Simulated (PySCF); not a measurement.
Bonds (- single, = double, # triple, : aromatic): C1=C2 1.323 Å, C2-C3 1.468 Å, C3-C4 1.528 Å, C4-O5 1.387 Å, O5-Si6 1.672 Å, C4-C2 1.459 Å. C1 carries H7, H8; C3 carries H9, H10; C4 carries H11; Si6 carries H12, H13, H14. Stereochemistry as in C=C1C[C@@H]1O[SiH3]. H8 is cis to C3; H10 is cis to O5 on the ring; H7 is trans to C3; H9 is trans to O5 on the ring.

Geometry: PBE0-D3(BJ)/def2-SVP; GIAO shifts from PySCF 2.14, gas phase, non-relativistic, averaged over equivalent atoms.

At KT3/pcSseg-1 (149 basis functions, 18 s wall time on 1 thread of an Arm Neoverse V2, shared host):
| atoms | δ (ppm) |
| --- | --- |
| C2 | 131.9 |
| C1 | 106.4 |
| C4 | 52.4 |
| C3 | 15.2 |
| O5 | 40.0 |
| Si6 | -35.4 |
| H7 | 6.00 |
| H8 | 5.71 |
| H12/H13/H14 | 4.71 |
| H11 | 3.81 |
| H9 | 1.35 |
| H10 | 1.27 |

δ = σ(ref) − σ, references computed at the same level: 13C (182.31 ppm) and 29Si (365.51 ppm) and 1H (31.32 ppm) against TMS; H2O for 17O (329.03 ppm).

What do these become at PBE0/cc-pVTZ?

Results:


```tsv
atoms	δ at PBE0/cc-pVTZ	change
C2	141.4	+9.5
C1	113.4	+7.0
C4	50.8	-1.6
C3	14.0	-1.2
O5	32.0	-8.0
Si6	-28.2	+7.2
H7	6.01	+0.01
H8	5.75	+0.04
H12/H13/H14	4.90	+0.19
H11	3.76	-0.05
H9	1.34	-0.01
H10	1.20	-0.07
```

Referencing at the same level of theory: 13C (σ = 187.29 ppm) and 29Si (σ = 360.00 ppm) and 1H (σ = 31.29 ppm) vs TMS; H2O for 17O (σ = 334.84 ppm).

The largest change is at C2 (fully substituted alkene carbon). Cost: 296 basis functions, 64 s wall time on 1 thread of an Arm Neoverse V1, shared host. The order of the carbon signals is the same at both levels.

Experimental scales use liquid or dissolved standards, which lie at an offset from isolated H2O (liquid H2O: subtract about 36 ppm).
